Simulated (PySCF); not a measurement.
Vertical excitations of a molecule C₂H₆N, multiplicity 2 from TDA-PBE0/def2-SVPD (PySCF 2.14.0), as energy in eV (oscillator strength): 2.20 (0.000), 6.17 (0.000), 6.65 (0.018), 6.73 (0.004), 7.28 (0.054), 7.29 (0.016), 7.61 (0.005), 7.61 (0.000), 7.99 (0.000), 8.15 (0.014). Coordinates come from a ωB97X-D3(BJ)/def2-TZVP optimisation. Other conformers were not sampled.

### Question
Identify the compound among the candidates.
A. CC[NH]
B. [CH2]CN
C. C[N]C
D. [CH2]NC

### Answer
C, C[N]C
